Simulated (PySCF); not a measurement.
**Dipole moment and polarisability of `CC(=O)C(C)=C(C)C`**

Species: C7H12O.
Atom-mapped SMILES: `[CH3:1][C:2](=[O:3])[C:4]([CH3:5])=[C:6]([CH3:7])[CH3:8]` (hydrogens: H9, H10, H11 on C1; H12, H13, H14 on C5; H15, H16, H17 on C7; H18, H19, H20 on C8)

Cartesian coordinates in Å at the GFN2-xTB level; atoms count from 1:
```xyz
20
C7H12O angstrom
C      2.699   -0.123   -0.196
C      1.329   -0.190   -0.841
O      1.211   -0.612   -1.974
C      0.196    0.256   -0.007
C      0.489    1.232    1.103
C     -1.051   -0.230   -0.169
C     -2.156    0.183    0.761
C     -1.460   -1.207   -1.220
H      3.372   -0.783   -0.738
H      3.091    0.890   -0.271
H      2.660   -0.408    0.851
H      1.409    1.778    0.922
H     -0.317    1.956    1.192
H      0.578    0.716    2.061
H     -2.372    1.246    0.651
H     -3.066   -0.372    0.553
H     -1.874    0.012    1.799
H     -2.080   -1.989   -0.783
H     -0.607   -1.650   -1.723
H     -2.056   -0.692   -1.974
```

Level: PBE0/def2-SVPD (PySCF), static field, nuclei fixed, core orbitals frozen in the response. The polarisability tensor in these axes (au):

```
x   112.07   6.02  -2.33
y     6.02  73.62  12.15
z    -2.33  12.15  83.60
```

**Question.** Give the principal values, the mean and the anisotropy Δα = √{½[(α1 − α2)² + (α2 − α3)² + (α1 − α3)²]}.

**Answer.** Principal values 64.63, 91.65 and 113.00 au; mean 89.76 au = 13.30 Å³ = 14.80 × 10⁻⁴⁰ C²·m²/J; Δα = 41.99 au (47 % of the mean).

**Question.** What is the dipole moment, and where does it point?

**Answer.** (-0.86, 0.93, 2.86) D, 3.12 D in size, pointing from the negative to the positive side. Measured along this direction, the outermost atoms are O3 at the negative end and H17 at the positive end.

**Question.** Rayleigh depolarisation ratio (linearly polarised light, static tensor)?

**Answer.** ρ = 3Δα²/(45ᾱ² + 4Δα²) = 5288.8/(362580 + 7051.7) = 0.0143.

**Question.** Find the Langevin capture rate constant for O2+ (31.990 u) meeting this molecule (112.089 u), k = 2.342 × 10⁻⁹ cm³/s × √(α in Å³ / reduced mass in u).

**Answer.** The reduced mass is 24.89 u, so k = 1.71 × 10⁻⁹ cm³/s. The formula leaves out the permanent dipole, which adds to the capture rate.

**Question.** Give the principal axes and the span of the nuclei along them.

**Answer.** Largest value along (0.99, 0.15, -0.02), where the nuclei span 6.33 Å; middle along (-0.06, 0.54, 0.84), 4.38 Å; least along (-0.13, 0.83, -0.55), 2.16 Å. The response follows the extents in order.

**Question.** Molar refractivity from α?

**Answer.** Lorentz–Lorenz: R = (4π/3)N_A α = 2.5225 cm³/(mol·Å³) × 13.30 Å³ = 33.6 cm³/mol, in the limit of long wavelengths.

**Question.** Traceless (Buckingham) quadrupole moment about the centre of nuclear charge: eigenvalues?

**Answer.** -9.07, 1.01, 8.06 D·Å. The values depend on the origin, since the dipole doesn't vanish. The electronic extent ⟨r²⟩ about the same centre is 1118 bohr², a root-mean-square distance of 2.25 Å for the 62 electrons.

Geometry: GFN2-xTB, one conformer, isolated molecule.

These values come from a run that also computed excited states. Hardware: an AMD EPYC with one thread (shared host). Cost: 1.9 min wall, 0.98 GiB resident at most.
